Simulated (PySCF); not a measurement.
Deuteron quadrupole couplings in `CC(C)[SiH2]/C=C/[SiH2]P`

Species: C5H15PSi2.
Atom-mapped SMILES: `[CH3:1][CH:2]([CH3:3])[SiH2:4]/[CH:5]=[CH:6]/[SiH2:7][PH2:8]` (hydrogens: H9, H10, H11 on C1; H12 on C2; H13, H14, H15 on C3; H16, H17 on Si4; H18 on C5; H19 on C6; H20, H21 on Si7; H22, H23 on P8)

Cartesian coordinates in Å at the GFN2-xTB level; atoms count from 1:
```
atom  x, y, z in Å
C1    -1.8000    1.3448    0.3327
C2    -1.9526    0.0725   -0.4988
C3    -3.4067   -0.3912   -0.4904
Si4   -0.7808   -1.3075    0.1228
C5     0.9897   -0.6737   -0.0140
C6     1.7306   -0.2370    1.0022
Si7    3.4901    0.4422    0.8759
P8     4.3057    0.4462   -1.2134
H9    -0.7724    1.7033    0.3100
H10   -2.0721    1.1582    1.3700
H11   -2.4466    2.1347   -0.0494
H12   -1.6878    0.3183   -1.5338
H13   -4.0638    0.3920   -0.8670
H14   -3.7231   -0.6385    0.5209
H15   -3.5371   -1.2734   -1.1130
H16   -1.0812   -1.6197    1.5250
H17   -0.9385   -2.5067   -0.7108
H18    1.4261   -0.6453   -1.0092
H19    1.2999   -0.2682    1.9966
H20    3.5192    1.8338    1.3440
H21    4.3956   -0.3795    1.6873
H22    3.9308   -0.8515   -1.5049
H23    3.1702    0.9729   -1.7997
```

Level: PBE0/pcSseg-1 (PySCF, non-relativistic); Q(2H) = 0.00286 b; rigid geometry, the same for H and D, with no vibrational averaging.

Question: Rank these positions by the coupling χzz of a deuteron there, largest first.
A. H12 (methine hydrogen)
B. H20 (Si–H hydrogen)
C. H10 (methyl hydrogen)
D. H19 (vinylic hydrogen)
E. H23 (P–H hydrogen)

Answer: D (218 kHz), C (210 kHz), A (202 kHz), E (145 kHz), B (107 kHz).

Tabulate Vzz, the asymmetry η and χzz = 234.96 MHz × Q × Vzz for every hydrogen position.

| atom | bonded to | bond length (Å) | Vzz (au) | η | χzz (kHz) |
| --- | --- | --- | --- | --- | --- |
| H9 | C1 | 1.089 | 0.3120 | 0.02 | 210 |
| H10 | C1 | 1.089 | 0.3132 | 0.02 | 210 |
| H11 | C1 | 1.090 | 0.3120 | 0.02 | 210 |
| H12 | C2 | 1.096 | 0.3007 | 0.02 | 202 |
| H13 | C3 | 1.090 | 0.3124 | 0.02 | 210 |
| H14 | C3 | 1.088 | 0.3135 | 0.02 | 211 |
| H15 | C3 | 1.088 | 0.3152 | 0.02 | 212 |
| H16 | Si4 | 1.468 | 0.1609 | 0.01 | 108 |
| H17 | Si4 | 1.469 | 0.1593 | 0.01 | 107 |
| H18 | C5 | 1.087 | 0.3177 | 0.04 | 213 |
| H19 | C6 | 1.084 | 0.3237 | 0.04 | 218 |
| H20 | Si7 | 1.468 | 0.1591 | 0.02 | 107 |
| H21 | Si7 | 1.468 | 0.1597 | 0.02 | 107 |
| H22 | P8 | 1.382 | 0.2164 | 0.07 | 145 |
| H23 | P8 | 1.382 | 0.2163 | 0.07 | 145 |

Average by the element that carries the hydrogen.

on C: 211 kHz over 9 positions, mean bond length 1.089 Å; on Si: 107 kHz over 4 positions, mean bond length 1.468 Å; on P: 145 kHz over 2 positions, mean bond length 1.382 Å.

How does χzz go with the bond length over the 9 C–H bonds?

A straight-line fit has a slope of -12.3 kHz for each 0.01 Å, with a correlation coefficient of -0.98, over lengths from 1.084 to 1.096 Å. The longer bonds have the smaller couplings here.

A static deuteron (I = 1) shows a doublet split by (3/2)χ, (3/4)χ(1 + η) and (3/4)χ(1 − η) with the field along z, y and x of the gradient. What are these for H13?

With |χ| = 209.9 kHz and η = 0.019: 315, 160 and 154 kHz, to first order and without motion.

Geometry: GFN2-xTB, one conformer, isolated molecule. GFN2-xTB bond lengths can be off by several hundredths of an ångström, more for odd bonds, and the gradients follow them. The small basis limits the accuracy of the gradients.
